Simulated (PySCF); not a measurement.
AlCl2, SMILES [Cl][Al][Cl], multiplicity 2.

Geometry: r2SCAN-D4/def2-TZVP. The multiplicity is an assumed one; other spin states were not compared. The isomer is the one that the SMILES or the coordinates give; other isomers of the formula were not compared.

Level of theory: PySCF with PBE/def2-TZVPD.

The molecule is in vacuum.

* **total energy**: -1162.45597 hartree
* **point group**: C2v
* **α spin, highest occupied and lowest empty level**: -5.70 and -2.73 eV
* **β spin, highest occupied and lowest empty level**: -7.96 and -4.18 eV
* **dipole moment**: 1.41 D
* **quadrupole, principal values (traceless, Buckingham form, about the centre of nuclear charge)**: -5.55, 1.82, 3.73 D·Å
* **mean static polarisability**: 63.1 bohr³ (9.35 Å³)
* **polarisability, principal values**: 53.9, 59.1, 76.3 bohr³
* **⟨S²⟩**: 0.752 (pure state 0.75)
